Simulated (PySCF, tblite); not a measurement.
Species: C₆H₆N₂O₂.
Structure used (GFN2-xTB), in Å, numbered top down from 1:
```xyz
16
C6H6N2O2 angstrom
C     -2.3054   -0.8835   -0.4871
O     -0.9296   -1.0371   -0.1976
C     -0.1724    0.0564   -0.0390
C     -0.6259    1.3852   -0.1397
N      0.1588    2.4252    0.0236
N      1.4228    2.2881    0.2931
C      1.9368    1.0827    0.4064
C      1.1942   -0.0946    0.2526
C      1.8299   -1.4135    0.3944
O      2.9946   -1.5851    0.6405
H     -2.8242   -0.3544    0.3166
H     -2.6996   -1.8947   -0.5685
H     -2.4569   -0.3569   -1.4330
H     -1.6554    1.6263   -0.3592
H      2.9919    1.0233    0.6317
H      1.1329   -2.2585    0.2535
```

Method used: PBE0/pcSseg-1 in PySCF (dipole) on a GFN2-xTB geometry, gas phase.

Take the most abundant isotopes and a rigid rotor. The values belong to one conformer with, in the numbering `[CH3:1][O:2][c:3]1[cH:4][n:5][n:6][cH:7][c:8]1[CH:9]=[O:10]`, C1–O2–C3–C4 0°, C7–C8–C9–O10 0°.

(1) What are A, B and C (MHz)?

(2) What kind of rotor is it?

(3) What does the inertial defect say?

(4) Where do the levels up to J = 4 lie, in cm⁻¹?

(5) Predict some low-J microwave lines.

(6) Estimate the classical rotational partition function at 25 K, 50 K and 100 K.

## Answers

(1) Ia = 292.59, Ib = 373.20, Ic = 662.56 u·Å²; 505379 MHz·u·Å²/I gives A = 1727, B = 1354, C = 762.8 MHz.

(2) An asymmetric top; Ray's κ = 0.226.

(3) Not planar: Δ = Ic − Ia − Ib = -3.22 u·Å². For a rigid frame Δ = −2 Σ m c², so Σ m c² = 1.61 u·Å² lies off the ab plane, practically all of it from hydrogen. The atom farthest from that plane is 0.90 Å away.

(4) Above 0(0,0):
J = 1: 1(0,1) 0.0706, 1(1,1) 0.0831, 1(1,0) 0.1028
J = 2: 2(0,2) 0.2003, 2(1,2) 0.2046, 2(1,1) 0.2637, 2(2,1) 0.3011, 2(2,0) 0.3127
J = 3: 3(0,3) 0.3798, 3(1,3) 0.3808, 3(1,2) 0.4940, 3(2,2) 0.5129, 3(2,1) 0.5568, 3(3,1) 0.6305, 3(3,0) 0.6356
J = 4: 4(0,4) 0.6090, 4(1,4) 0.6092, 4(1,3) 0.7791, 4(2,3) 0.7856, 4(2,2) 0.8807, 4(3,2) 0.9275, 4(3,1) 0.9549, 4(4,1) 1.0729, 4(4,0) 1.0748

(5) The dipole components are |μa| = 4.82 D, |μb| = 3.39 D, |μc| = 0.00 D; the mirror of this Cs structure is the ab plane, so μc vanishes by symmetry (the 0.01 D computed is a residue) and there are no c-type lines. The squared components, which scale the intensities, stand as 1.00 : 0.49 (a : b). Some lines, for components of 0.1 D or more:

```tsv
type	branch	J(Ka,Kc)	MHz	lower level (cm⁻¹)
a	Q	2(2,0) ← 2(2,1)	347	0.301
a	Q	1(1,0) ← 1(1,1)	591	0.083
b	Q	1(1,0) ← 1(0,1)	965	0.071
b	Q	2(2,0) ← 2(1,1)	1466	0.264
a	Q	2(1,1) ← 2(1,2)	1774	0.205
b	Q	2(1,1) ← 2(0,2)	1903	0.200
a	R	1(0,1) ← 0(0,0)	2117	0.000
b	R	1(1,1) ← 0(0,0)	2490	0.000
b	Q	2(2,1) ← 2(1,2)	2894	0.205
b	R	2(0,2) ← 1(1,1)	3514	0.083
a	R	2(1,2) ← 1(1,1)	3642	0.083
a	R	2(0,2) ← 1(0,1)	3887	0.071
b	R	2(1,2) ← 1(0,1)	4016	0.071
a	R	2(1,1) ← 1(1,0)	4825	0.103
b	R	2(2,1) ← 1(1,0)	5945	0.103
b	R	2(2,0) ← 1(1,1)	6883	0.083
```

(6) Point group Cs, symmetry number σ = 1; q = (√π/σ)·√((kT/h)³/(ABC)), k/h = 20836.6 MHz/K: 15800 at 25 K, 44600 at 50 K, 126000 at 100 K.

Its GFN2-xTB frequencies are all real (lowest 80 cm⁻¹). No vibrational averaging or centrifugal distortion is included, and the geometry carries the error of its method. A rigid rotor knows nothing of internal rotation, which can split or shift real lines. Quadrupole hyperfine structure (14N) is left out.
